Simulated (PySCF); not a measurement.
**Computed properties of Al(F)2(SH) (AlF₂HS), SMILES [F][Al]([F])[SH]**

Al(F)2(SH) (AlF2HS), SMILES [F][Al]([F])[SH]. The structure is a stationary point at B3LYP-D3(BJ)/def2-SVP. Other conformers were not sampled. All values are computed for the isolated molecule unless a solvent is named; none is compared with measurement here.

**Structure.** The optimised structure has Cs symmetry. All 9 harmonic modes at B3LYP-D3(BJ)/def2-SVP (PySCF) are real, so it is a minimum. With heavy atoms numbered as in [Al:1]([F:2])([F:3])[SH:4], the shortest bond between them is Al1–F2 at 1.653 Å and the longest Al1–S4 at 2.162 Å.

**Vibrations.** The strongest infrared lines (harmonic, unscaled, degenerate partners summed) lie at 827 cm⁻¹ (153 km/mol, F 57 %, Al 40 %), 967 cm⁻¹ (113 km/mol, Al 52 %, F 47 %), 257 cm⁻¹ (68 km/mol, H 64 %, Al 21 %, F 9 %). The softest mode is at 161 cm⁻¹ and the zero-point energy is 9.3 kcal/mol.

**Electronic structure.** HF/def2-TZVPD (PySCF) places the frontier levels at -11.17 and 0.67 eV, a gap of 11.84 eV, and gives a dipole moment of 1.37 D and a mean polarisability of 39.3 bohr³.

**Excitations.** TDA-M06-2X/def2-SVPD (PySCF) has S1 at 5.78 eV (214 nm, f = 0.064, bright); the most intense of the 10 singlets computed lies at 7.85 eV (f = 0.34). T1 (TDA) is at 5.42 eV, 0.36 eV under S1. No vertical singlet excitation falls in the visible range (under 3.1 eV).

**NMR.** GIAO shifts at KT2/pcSseg-2 (PySCF) (non-relativistic, atoms alike by connectivity averaged): ¹H at 0.4 ppm against TMS; ¹⁹F at -202.1 ppm against CFCl3.
